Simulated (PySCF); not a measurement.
**Electron correlation in Ti²⁺ (titanium, charge +2)**

[Ar] 3d1 4p1, one real determinant (an excited configuration). Computed with PySCF 2.14 in dyall-av2z, with the non-relativistic Hamiltonian (point nucleus). Frozen: [Ar]; 2 electrons correlated; the 25 highest virtual orbitals of each spin left out.

With two correlated electrons CCSD is exact within the correlated space (frozen core and kept virtual orbitals).

```json
{"level": "CCSD", "correlation energy (mhartree)": "-2.60"}
```

Diagnostics: T1 = 0.0018, D1 = 0.0033, largest double amplitude 0.087.

Is a single reference adequate?

Mostly. T1 lies below 0.03, but a double amplitude of this size points to a near-degeneracy that CCSD handles and MP2 describes poorly.

The reference is one real determinant that mixes LS terms of this configuration.
